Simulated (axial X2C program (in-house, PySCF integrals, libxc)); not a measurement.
Potential curves of CuB⁻, without spin–orbit coupling

All values were computed with an in-house relativistic program for diatomic molecules. Spin-free means the one-electron spin-free X2C Hamiltonian. Basis: Cu dyall-acv3z [10s10p7d4f2g], B dyall-av3z [8s7p3d2f] (cores contracted in-house); Gaussian nuclei, density fitting, unrestricted open shells. Masses: Cu 62.930 u, B 11.009 u.

State: M_S = 1/2, Λ = 1 (beyond evenly filled blocks: π+α). Energies in eV from the fragments at the same level (Cu- + B). Fits are polynomials in 1 − R0/R over 0.85 to 1.23 times the lowest point R0.

```csv
R (Å),MP2,TPSS,CCSD,PBE0
1.6634,-2.0873,-1.9619,,-1.6352
1.7399,-2.2671,-2.1954,-1.4227,-1.8787
1.7973,-2.3214,-2.2884,-1.5369,-1.9830
1.8546,-2.3251,-2.3285,-1.6018,-2.0369
1.9120,-2.2915,-2.3283,-1.6293,-2.0524
1.9789,-2.2191,-2.2904,-1.6263,-2.0344
2.0458,-2.1231,-2.2238,-1.5962,-1.9887
2.1319,-1.9800,-2.1109,-1.5313,-1.9032
2.2370,-1.7942,-1.9509,,-1.7761
2.3900,-1.5303,-1.7065,,-1.5766
```

Correlated methods: 15 electrons correlated (number of frozen shells: Cu 3 s, 2 p; B 1 s), 289 virtual spin orbitals or spinors in MP2, 90 natural virtuals in coupled cluster.

The state is a single determinant with fixed occupations, the lowest that a limited PBE0 search found. Dissociation energies refer to the lowest single-determinant-based atoms at the same level and basis. CCSD ran in a truncated set of natural virtual spinors with an MP2 remainder; without triples it tends to underbind. The functionals have no current-density term, which raises determinants with orbital currents, atoms included. The highest occupied level of some functionals is positive through self-interaction error; at Hartree–Fock it is bound. The T1 diagnostic is large, a sign of multireference character. Coupled cluster ran on the points near the minimum only. MP2 and coupled cluster on one determinant become unreliable at the stretched end.

Problem. Fit the MP2 curve near its minimum: give the equilibrium distance, the harmonic wavenumber and the well depth.

Solution. At MP2, spin-free: Re = 1.830 Å, ωe ≈ 611 cm⁻¹, De = 2.33 eV to Cu- + B; Be follows as 0.537 cm⁻¹.

Problem. What are Re, ωe and De at the TPSS level?

Solution. At TPSS, spin-free: Re = 1.882 Å, ωe ≈ 556 cm⁻¹, De = 2.33 eV to Cu- + B; Be follows as 0.508 cm⁻¹.

Problem. Fit the CCSD curve near its minimum: give the equilibrium distance, the harmonic wavenumber and the well depth.

Solution. At CCSD, spin-free: Re = 1.938 Å, ωe ≈ 465 cm⁻¹, De = 1.63 eV to Cu- + B; Be follows as 0.479 cm⁻¹.

Problem. Fit the PBE0 curve near its minimum: give the equilibrium distance, the harmonic wavenumber and the well depth.

Solution. At PBE0, spin-free: Re = 1.911 Å, ωe ≈ 505 cm⁻¹, De = 2.05 eV to Cu- + B; Be follows as 0.493 cm⁻¹.
